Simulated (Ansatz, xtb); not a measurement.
**C5H6BFO2: 5 structures ranked**

5 gas-phase structures of C5H6BFO2, from a drawn sample of its isomers (lower ones may exist). Each was relaxed with GFN2-xTB; where two conformers were screened, the lower at r2SCAN-D4/def2-SVP//GFN2-xTB is listed:

A. `FCOBc1ccco1`, a singlet
B. `C=CC1=CO[B@@H-](F)[O+]=C1`, a singlet
C. `CC#CB1OC[C@H](F)O1`, a singlet
D. `COc1ccoc1BF`, a singlet
E. `FCC#CB1OCCO1`, a singlet

Question: Make a reasoned guess at their ranking by r2SCAN-D4/def2-SVP//GFN2-xTB single-point energy.

Answer: Calculated order at r2SCAN-D4/def2-SVP//GFN2-xTB: B (0.000), C (0.877), D (1.500), A (1.588), E (1.651) eV.

Energies above the lowest of each column, in eV; the last columns are at r2SCAN-D4/def2-SVP geometries and were run for some of them only (a dash: not run or not comparable):

```tsv
structure	GFN2-xTB	HF/STO-3G	r2SCAN-D4/def2-SVP//GFN2-xTB	r2SCAN-D4/def2-SVP	CCSD(T)/def2-SVP + ΔMP2/def2-TZVPP
B	0.000	1.059	0.000	0.000	0.000
C	0.568	0.000	0.877	0.891	0.539
D	0.416	1.231	1.500	1.519	1.529
A	0.681	1.329	1.588	–	–
E	1.052	0.419	1.651	–	–
```

CCSD(T)/def2-SVP + ΔMP2/def2-TZVPP puts B lowest of those it was run on; HF/STO-3G picks C. Flexible structures stand in one conformer each, not always the lowest. C keeps a small imaginary mode. Frequencies (GFN2-xTB) were run for B, C, D alone. The ΔMP2 step shifts differences by up to 0.137 eV, which makes them less sure. ΔMP2 is the change of the MP2 energy from the smaller to the larger basis.

Over these structures GFN2-xTB departs from r2SCAN-D4/def2-SVP//GFN2-xTB by 0.340 eV on average once a common shift is removed. A GFN2-xTB relaxation took about 0.14 s and the r2SCAN-D4/def2-SVP//GFN2-xTB energy about 2.2 s on a shared host (Ansatz 0.2.0, xtb 6.7.1).
